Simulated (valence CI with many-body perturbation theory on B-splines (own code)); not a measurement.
The numbers below are computed, except where a source is named.
**Sensitivity of CI+MBPT for Te XX**

Method: configuration interaction combined with many-body perturbation theory (CI+MBPT): five valence electrons over a frozen Dirac-Fock core [Ar] 3d10, radial functions for each j: 6 s, 6 p, 5 d, 3 f, 1 g, with the one-electron correlation potential Σ1, the two-electron term Σ2, the three-electron term Σ3, Breit, model QED; selected CI, second order for the rest (own B-spline code, finite nucleus).

No measured levels were compared; by estimate levels hold to about 250 cm⁻¹ or 0.2 % of their energy and the worst to 1 %, as in measured heavy ions of charge 2 to 7; those with d or f electrons hold less well. Among the levels kept, up to 540 cm⁻¹ of a level comes from second order outside the variational space, and about a tenth of that is noise between levels of different J, which matters for small intervals.

The reference run has the lowest level (4s^2 4p1/2^2 4p3/2) J=3/2 and an ionisation energy of 556.223 eV. Its largest variational space holds 10000 state functions.

Levels are named by their leading jj configuration (3d3/2^4 stands for four electrons in 3d with j = 3/2), which in mixed levels can hold well under half, so a name can repeat and another be missing. Letters in brackets count levels of one name in rising energy.

Changed runs:
A. shift of the energy in Σ1 (hartree) 0 → 3.2
B. correlating orbitals by l 3 3 3 2 1 → 4 4 0 0 0
C. hole-hole ladder in Σ2 on → off
D. start configuration 4s2 4p3 → 4s2 5p3 (bad on purpose)

Excitation energies of the reference run in cm⁻¹, and shifts in cm⁻¹:

```
                       Level  Reference       A       B       C
  (4s^2 4p1/2 4p3/2^2) J=3/2      84616     +38     -62     -17
  (4s^2 4p1/2 4p3/2^2) J=5/2     107507     +42    +321    +5.1
  (4s^2 4p1/2 4p3/2^2) J=1/2     138589     +44    +611     +48
        (4s^2 4p3/2^3) J=3/2     223213     +85    +378     +18
  (4s 4p1/2^2 4p3/2^2) J=5/2     452206     +40    -410     -52
  (4s 4p1/2^2 4p3/2^2) J=3/2     505012     +52    -260     -39
  (4s 4p1/2^2 4p3/2^2) J=1/2     510289     +53     -67     -17
(4s 4p1/2 4p3/2^3) J=3/2 [a]     567280     +71     -84     -27
    (4s 4p1/2 4p3/2^3) J=5/2     593899     +82     +75     -16
  (4s^2 4p1/2^2 4d3/2) J=3/2     633841     +37    +739    -7.4
    (4s 4p1/2 4p3/2^3) J=1/2     634360     +81    +369     +23
(4s 4p1/2 4p3/2^3) J=3/2 [b]     650317     +65    +398    +1.5
      Ionisation energy (eV)    556.223  +0.116  -0.139  -0.021
```

Run D: It gave no result: the start configuration must fill the lowest shells above the core. The program said: "5p is not the lowest shell of its kind above the core".
